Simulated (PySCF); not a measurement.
**Correlation energy of Ar (argon, neutral)**

[Ar], closed-shell 1S. All numbers are calculated (PySCF 2.14, scalar relativity by spin-free X2C-1e, in aug-cc-pVTZ-DK (6s5p3d2f, 50 functions)). Frozen: [Ne]; 8 electrons correlated.

MP2 pair energies summed by pair of shells (mhartree):

| pair | energy | share (%) |
| --- | --- | --- |
| 3p-3p | -154.23 | 73.1 |
| 3s-3p | -47.85 | 22.7 |
| 3s-3s | -9.02 | 4.3 |

Total MP2 correlation energy: -211.10 mhartree.

Same-spin part -52.83 and opposite-spin part -158.27 mhartree; SCS-MP2 scales them by 1/3 and 6/5 to -207.53 mhartree.
